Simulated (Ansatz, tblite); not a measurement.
Removing an electron: [Au(OH)4]- (AuO₄H₄⁻). The state is a singlet with charge -1. Geometry: PBE0-D4/def2-SVPD. Ansatz, gas phase; energy differences of separate SCF runs; the oxidised species was run as a doublet alone.

Cartesian coordinates in Å:
```
Au 0.000 0.000 0.000
O 0.080 -0.260 -1.972
H -0.586 0.351 -2.303
O 1.433 -1.360 0.238
H 1.631 -1.635 -0.664
O -0.079 0.261 1.972
H 0.584 -0.353 2.304
O -1.432 1.361 -0.238
H -1.631 1.635 0.664
```

In the def2 sets Au takes a core potential; there is no spin–orbit coupling. The xTB rows come from tblite. HOMO above LUMO, or a gap near zero within one spin, warns that the state may not be the lowest or that an electron is smeared out.

| level | −HOMO (eV) | vertical IE (eV) | −LUMO (eV) | HOMO–LUMO gap (eV) | remarks |
| --- | --- | --- | --- | --- | --- |
| GFN1-xTB | 5.77 | 8.88 | 1.43 | 4.33 | – |
| GFN2-xTB | 6.49 | 9.64 | 2.93 | 3.56 | – |
| r2SCAN-D4/def2-TZVPD | 1.02 | 3.88 | -2.26 | 3.28 | gap within one spin near zero (doublet) |
| PBE0-D4/def2-TZVPD | 2.40 | 4.41 | -3.04 | 5.45 | – |

Relaxing the oxidised species (PBE0-D4/def2-SVPD) changes its energy by -0.20 eV at PBE0-D4/def2-TZVPD, so the adiabatic ionisation energy to this nearest minimum is 4.21 eV.  Run but left out: PBE-D4/def2-TZVPD (neutral doublet: an occupied level 0.01 eV above an empty one).  Raw xTB energy differences between charge states are shifted by several eV; the methods need an empirical correction for them.
